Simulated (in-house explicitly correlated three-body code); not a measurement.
Computed with an exponentially correlated three-body code. Model: two electrons around a point charge, non-relativistic, variational in 260 exponentially correlated functions (energies converged to about 1e-7 hartree, or 1e-8 relative for large Z).

For this charge the correlation energy is taken as exact minus Hartree-Fock, from which it differs by microhartrees, and the kinetic parts follow from it.

For two electrons in a singlet the Kohn-Sham orbital is the square root of half the density, so the exact Kohn-Sham potential and energy parts follow from the density alone, and exchange is minus half the Hartree energy. The Kohn-Sham level equals minus the binding energy of the second electron.

Command:
```bash
python run_hyl.py task.json out
```
Settings (lengths in bohr, energies in hartree):
```
Z                      11.6
interaction_strength   1
functions              260
states_tried           13
```

Run time, properties included: 18 s on 1 thread of AMD EPYC 9R45 96-Core Processor (Zen 5), with other jobs on the host.

**Converged states only, values per electron or pair.**

Given: nuclear charge 11.6.

| term | mean r (bohr) | mean r squared (bohr²) | mean inverse r (1/bohr) | mean r12 (bohr) | mean inverse r12 (1/bohr) | mean cosine | mean p1 dot p2 (bohr⁻²) | delta r1 (bohr⁻³) | delta r12 (bohr⁻³) |
| --- | --- | --- | --- | --- | --- | --- | --- | --- | --- |
| 1 1S | 0.13365 | 0.023917 | 11.288 | 0.19651 | 6.9369 | -0.011459 | 1.4301 | 468.91 | 52.368 |
| 2 3S | 0.33633 | 0.18316 | 7.156 | 0.56512 | 2.0838 | -0.0038988 | 0.11051 | 275.07 | - |
| 2 3P | 0.29611 | 0.13982 | 7.1371 | 0.49374 | 2.4678 | -0.073602 | -8.8677 | 246.81 | - |
| 2 1S | 0.34374 | 0.19288 | 7.1341 | 0.57329 | 2.4625 | -0.0061665 | 0.1266 | 273.81 | 9.3659 |
| 2 1P | 0.30202 | 0.14635 | 7.1202 | 0.48546 | 2.7073 | 0.056343 | 8.6101 | 248.8 | 2.6374 |
| 3 3S | ? | ? | ? | ? | ? | ? | ? | ? | - |
| 3 3P | 0.6478 | 0.79476 | 6.3923 | 1.1775 | 1.1251 | -0.017525 | -2.0511 | 248.02 | - |
| 3 1S | 0.69513 | 0.91432 | 6.3918 | 1.2686 | 1.1224 | -0.0019755 | 0.04035 | 255.88 | 2.7205 |
| 3 1P | 0.65617 | 0.81745 | 6.3878 | 1.1898 | 1.1935 | 0.0134 | 2.1125 | 248.47 | 0.84793 |
| 4 3S | ? | ? | ? | ? | ? | ? | ? | ? | - |
| 4 3P | 1.1409 | 2.639 | 6.1327 | 2.1584 | 0.64053 | -0.0068862 | -0.7974 | 248.27 | - |
| 4 1S | 1.1882 | 2.8519 | 6.1325 | 2.2516 | 0.63914 | -0.00085265 | 0.017437 | 251.55 | 1.1371 |
| 4 1P | 1.152 | 2.6935 | 6.1308 | 2.1789 | 0.66889 | 0.0052435 | 0.8365 | 248.43 | 0.36602 |

What belongs in the row 3 3S?

mean r (bohr): 0.68436; mean r squared (bohr²): 0.88321; mean inverse r (1/bohr): 6.3976; mean r12 (bohr): 1.2486; mean inverse r12 (1/bohr): 1.0219; mean cosine: -0.0013161; mean p1 dot p2 (bohr⁻²): 0.032666; delta r1 (bohr⁻³): 256.15.

What belongs in the row 4 3S?

mean r (bohr): 1.1739; mean r squared (bohr²): 2.7792; mean inverse r (1/bohr): 6.1348; mean r12 (bohr): 2.2236; mean inverse r12 (1/bohr): 0.59849; mean cosine: -0.00057466; mean p1 dot p2 (bohr⁻²): 0.013729; delta r1 (bohr⁻³): 251.65.

**Exact Kohn-Sham parts of the ground state from its density.**

Computed: Kohn-Sham kinetic 127.42 hartree; Hartree energy 14.055 hartree; exchange energy -7.0276 hartree; kinetic part of the DFT correlation energy 0.044843 hartree; potential part of the DFT correlation energy -0.090669 hartree; exact minus restricted Hartree-Fock -0.045826 hartree; restricted Hartree-Fock level -1638 eV; dipole polarisability 0.00056489 bohr³; C6 of two such species 1.2829e-05 hartree·bohr⁶.

What is the Kohn-Sham level?

-1637.8 eV.

What is the total energy?

-127.466924 hartree.

**Functionals on the exact density and self-consistent, errors are functional minus exact, hybrids only self-consistent, a dash where a self-consistent run leaves the top level unbound.**

| result | exchange error (millihartree) | correlation error (millihartree) | functional driven error (millihartree) | density driven error (millihartree) | self consistent total error (millihartree) | top level plus exact binding (eV) |
| --- | --- | --- | --- | --- | --- | --- |
| PBEsol | 439.23 | -16.444 | 422.78 | -1.4642 | 421.32 | 73.686 |
| RPBE | 20.876 | -2.2173 | 18.658 | -1.4988 | 17.16 | 69.395 |
| AM05 | ? | ? | ? | ? | ? | ? |
| wB97X | - | - | - | - | -213.28 | 53.527 |
| r2SCAN0 | - | - | - | - | -1.6513 | 46.41 |
| BP86 | 54.061 | -48.02 | 6.0412 | -1.0326 | 5.0086 | 69.073 |
| LDA VWN5 | 996.34 | -165.73 | 830.61 | -2.702 | 827.91 | 77.599 |
| BLYP | 54.061 | -4.3338 | 49.727 | -1.3966 | 48.331 | 69.16 |
| M06-L | -79.193 | -17.002 | -96.195 | -2.3548 | -98.549 | 61.505 |
| HSE06 | - | - | - | - | 93.498 | 52.784 |
| r2SCAN | -4.0045 | 1.5221 | -2.4824 | -0.31531 | -2.7977 | 62.176 |
| LDA PW92 | ? | ? | ? | ? | ? | ? |
| TPSS | -3.5895 | -3.1443 | -6.7338 | -0.37622 | -7.11 | 64.701 |
| OLYP | 37.512 | -4.3338 | 33.178 | -1.2715 | 31.907 | 69.132 |
| revTPSS | -3.0245 | -5.1509 | -8.1755 | -0.25339 | -8.4288 | 63.696 |
| B3LYP VWN-RPA | - | - | - | - | 74.419 | 55.401 |
| PW91 | 118.2 | -17.141 | 101.06 | -1.4716 | 99.587 | 69.529 |
| PBE | 139.23 | -2.2173 | 137.01 | -1.4385 | 135.57 | 70.263 |
| PBE0 | - | - | - | - | 101.44 | 52.417 |
| SCAN | -4.0045 | 1.5221 | -2.4824 | -0.31531 | -2.7977 | 62.176 |

What belongs in the row AM05?

exchange error (millihartree): 770.76; correlation error (millihartree): -137.75; functional driven error (millihartree): 633; density driven error (millihartree): -1.8227; self consistent total error (millihartree): 631.18; top level plus exact binding (eV): 76.409.

What belongs in the row LDA PW92?

exchange error (millihartree): 996.34; correlation error (millihartree): -164.76; functional driven error (millihartree): 831.58; density driven error (millihartree): -2.7021; self consistent total error (millihartree): 828.88; top level plus exact binding (eV): 77.612.

**Density and exact potentials over r, pair density (one pair, times 4 pi r12^2) and exact minus Kohn-Sham pair density over r12.**

```
radius (bohr)  radial density (electrons/bohr)  exchange potential (hartree)  intracule density (1/bohr)  Coulomb hole against Kohn-Sham (1/bohr)  correlation potential (hartree)
       0.0363                           6.7159                       -10.422                     0.80379                                 -0.04692                           -0.013
        0.042                                ?                             ?                           ?                                        ?                                ?
       0.0486                           9.0786                       -9.9227                      1.3446                                 -0.06623                           -0.001
       0.0564                           10.228                       -9.5892                      1.7174                                 -0.07549                            0.006
       0.0653                           11.189                       -9.2031                      2.1507                                  -0.0824                            0.012
       0.0756                           11.861                       -8.7582                      2.6397                                 -0.08524                            0.017
       0.0876                           12.124                       -8.2528                      3.1635                                 -0.08196                             0.02
        0.101                           11.896                       -7.7144                      3.6588                                 -0.07135                            0.021
        0.118                           11.059                       -7.0801                      4.1184                                  -0.0509                            0.019
        0.136                           9.7923                       -6.4729                      4.3862                                 -0.02572                            0.016
        0.158                           8.0625                       -5.8199                      4.4309                                 0.003383                            0.012
        0.183                           6.1779                       -5.1869                       4.184                                  0.02833                            0.009
        0.212                           4.3374                       -4.5778                      3.6484                                  0.04377                            0.006
        0.245                                ?                             ?                           ?                                        ?                                ?
        0.284                           1.5672                       -3.4951                      2.0648                                  0.03829                            0.002
        0.329                           0.7747                       -3.0302                      1.2879                                   0.0245                                0
        0.381                          0.32825                       -2.6218                     0.69035                                   0.0117                                0
```

What belongs in the row 0.042?

radial density (electrons/bohr): 7.8877; exchange potential (hartree): -10.196; intracule density (1/bohr): 1.0445; Coulomb hole against Kohn-Sham (1/bohr): -0.05644; correlation potential (hartree): -0.007.

What belongs in the row 0.245?

radial density (electrons/bohr): 2.7764; exchange potential (hartree): -4.0174; intracule density (1/bohr): 2.9082; Coulomb hole against Kohn-Sham (1/bohr): 0.04656; correlation potential (hartree): 0.004.

The density-driven part is never positive, since each functional's own density lowers its energy. Here it is small beside the functional-driven part (median ratio 0.028), the normal case.
